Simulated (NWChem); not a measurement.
## Polarisability of ClSi (+1)

```xyz
2

Si     0.0000     0.0000     1.0934
Cl     0.0000     0.0000    -0.9005
```
Charge +1, spin multiplicity 1.

Program: NWChem. Structure: optimised with PBE/def2-SVP, a minimum by its harmonic frequencies.

Basis set: Sadlej pVTZ. The field's frequency is 0.0428 Ha (1065 nm).

The correlated methods keep 10 core orbitals frozen. B3LYP has NWChem's definition, with VWN1-RPA local correlation. The structure started from a generated list of species. Coupled-cluster values serve here as a point of comparison, not as the truth.

### Question
For the isotropic polarisability, PBE gives 33.10 bohr³ and HF gives 32.04 bohr³. What do CCSD linear response, BHandHLYP, B3LYP give?

### Answer
CCSD linear response: 33.13 bohr³; BHandHLYP: 32.17 bohr³; B3LYP: 32.67 bohr³.
